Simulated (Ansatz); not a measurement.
A geometry relaxed with Ansatz (a first-principles code) with PBE-D3(BJ)/def2-TZVP, charge 0, multiplicity 1:

```xyz
7

H     -2.0740     0.4605     0.4175
C      1.2096    -0.0253     0.3078
H     -1.5752     0.6703    -1.3668
F      2.0970     0.9447     0.6690
C     -1.2784     0.4647    -0.3338
H      1.6519    -1.0225     0.3163
C     -0.0309     0.2420    -0.0101
```

Task: Write the SMILES of this molecule.

Result: `C=C=CF`
